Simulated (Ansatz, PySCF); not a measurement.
Here is a job for Ansatz (a quantum-chemistry and plane-wave program).
Ansatz 0.2 input:
```yaml
crystal:
  periodic: [false, false, false]
  atoms:
    - {symbol: C, position_ang: [-0.74978598, 1.59672421, -0.36729719]}
    - {symbol: Si, position_ang: [0.16935212, 0.11507053, 0.39960080]}
    - {symbol: C, position_ang: [1.63470173, -0.41130752, -0.69768298]}
    - {symbol: C, position_ang: [-1.02145525, -1.34456870, 0.68211767]}
    - {symbol: Cl, position_ang: [0.90913523, 0.69442496, 2.21566147]}
    - {symbol: H, position_ang: [-1.16721741, 1.34294873, -1.33670467]}
    - {symbol: H, position_ang: [-1.56785901, 1.92573043, 0.26713269]}
    - {symbol: H, position_ang: [-0.08529637, 2.44461056, -0.50725592]}
    - {symbol: H, position_ang: [2.17557152, -1.24608658, -0.26096019]}
    - {symbol: H, position_ang: [1.29949050, -0.71684066, -1.68389433]}
    - {symbol: H, position_ang: [2.34259872, 0.40224793, -0.82832830]}
    - {symbol: H, position_ang: [-1.44967120, -1.69118153, -0.25323206]}
    - {symbol: H, position_ang: [-1.84256222, -1.06385757, 1.33557630]}
    - {symbol: H, position_ang: [-0.51238124, -2.18640934, 1.14272773]}
basis:
  gaussian:
    orbitals: STO-3G
magnetization: {spin_polarized: false}
correlation: {method: ccsd_t, electrons: outside_noble_gas}
accuracy: high
```

Convert this to an input for PySCF.

This is not unique; one that fits is 
```python
from pyscf import gto, scf, cc

mol = gto.M(
    atom='''
C    -0.749786    1.596724   -0.367297
Si    0.169352    0.115071    0.399601
C     1.634702   -0.411308   -0.697683
C    -1.021455   -1.344569    0.682118
Cl    0.909135    0.694425    2.215661
H    -1.167217    1.342949   -1.336705
H    -1.567859    1.925730    0.267133
H    -0.085296    2.444611   -0.507256
H     2.175572   -1.246087   -0.260960
H     1.299491   -0.716841   -1.683894
H     2.342599    0.402248   -0.828328
H    -1.449671   -1.691182   -0.253232
H    -1.842562   -1.063858    1.335576
H    -0.512381   -2.186409    1.142728
''',
    basis='sto-3g',
    charge=0,
    spin=0,
    verbose=4,
)

mf = scf.RHF(mol)
mf.kernel()

mycc = cc.CCSD(mf, frozen=13)
mycc.kernel()
et = mycc.ccsd_t()
print('E(CCSD(T)) = %.10f' % (mycc.e_tot + et))
```

Both were run: Ansatz gave -858.028098 Eh and PySCF -858.028098 Eh, 0.000 mEh apart.
